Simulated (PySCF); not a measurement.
C3H5FOSi, SMILES C1CO[Si@@H](F)C=1. The structure is a stationary point at B3LYP-D3(BJ)/def2-SVP. The structure was generated by enumeration; whether it is a known compound was not checked. Other conformers were not sampled.

All values below come from B3LYP-D3(BJ)/def2-SVP (PySCF).

Harmonic wavenumbers (cm⁻¹): 135, 220, 314, 403, 519, 675, 688, 720, 782, 866, 878, 918, 939, 983, 1032, 1061, 1153, 1225, 1320, 1364, 1467, 1631, 2294, 3005, 3040, 3153, 3210. Rotational constants (GHz): 5.540, 2.603, 2.072; symmetry number 1.

Task: Work out the zero-point energy and the ideal-gas rigid-rotor harmonic-oscillator thermochemistry at 298.15 K and 1 atm.

Result: ZPE = ½ Σ hcν = ½ × 33996 cm⁻¹ = 203.34 kJ/mol. H − E(el) = 220.95 kJ/mol. Entropy in J/(mol K): translation 166.69, rotation 112.04, vibration 41.32, total 320.05. G − E(el) = 125.53 kJ/mol. Cp = 96.56 J/(mol K). Modes under 150 cm⁻¹ make the vibrational entropy uncertain.
